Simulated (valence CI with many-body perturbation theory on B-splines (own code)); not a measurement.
Questions on Sm L

Computed by relativistic CI+MBPT: three valence electrons over a frozen Dirac-Fock core [Ne], radial functions for each j: 9 s, 9 p, 8 d, 6 f, 3 g, 1 h, with the one-electron correlation potential Σ1 (screened to all orders), the two-electron term Σ2, the three-electron term Σ3, Breit, model QED; selected single and double excitations, second order for the rest, scaled by the run's own slope (own B-spline code, finite nucleus).

No measured spectrum was set against this ion. As an estimate, large intervals hold to a few tenths of a per cent, small ones and those within an open d or f shell to about a per cent.

Levels are named by their leading jj configuration (3d3/2^4 stands for four electrons in 3d with j = 3/2), which in mixed levels can hold well under half, so a name can repeat and another be missing.

Rates and lifetimes use the calculated energies. Strong lines usually hold to 10 to 20 %, long lifetimes can be off by a factor of two.

Q: What is the ground level?

A: (3s^2 3p1/2) J=1/2, composition 99 % 3s2.3p 2P°, g = 0.654.

Q: How well does LS coupling describe the low levels?

A: Among the lowest 20 levels the leading LS term, summed over configurations, holds 66 % on average. For single configurations the figures are 64 % in LS and 93 % in jj coupling. Terms mix most in the J = 5/2 level at 480.00 eV, where the leading one holds 38 %.

Q: What is the ionisation energy?

A: 4338.6 eV; NIST lists 4337 ± 4 eV (theoretical).

Q: Name the longest-lived excited levels whose lifetime is computed, and their main decay.

A: (3s 3p3/2 3d5/2) J=9/2 at 621.74 eV lives 61.2 ns, mostly by M1 to (3s 3p1/2 3d5/2) J=7/2; (3s^2 3p3/2) J=3/2 at 157.62 eV lives 47.0 ns, mostly by M1 to (3s^2 3p1/2) J=1/2.

Q: Where does the other parity begin?

A: At (3s 3p1/2^2) J=1/2, 126.18 eV.

Q: What are the static dipole polarisabilities of the lowest levels?

A: (3s^2 3p1/2) J=1/2 0.00664 bohr³, of which the core gives 0.000100.

Q: Among levels below 651.84 eV, which E1 lines absorb most strongly from the ground level?

A: to (3s^2 3d3/2) J=3/2 at 3.611 nm, f = 0.382; to (3s 3p1/2 3p3/2) J=1/2 at 4.115 nm, f = 0.186; to (3s 3p1/2 3p3/2) J=3/2 at 4.231 nm, f = 0.116.
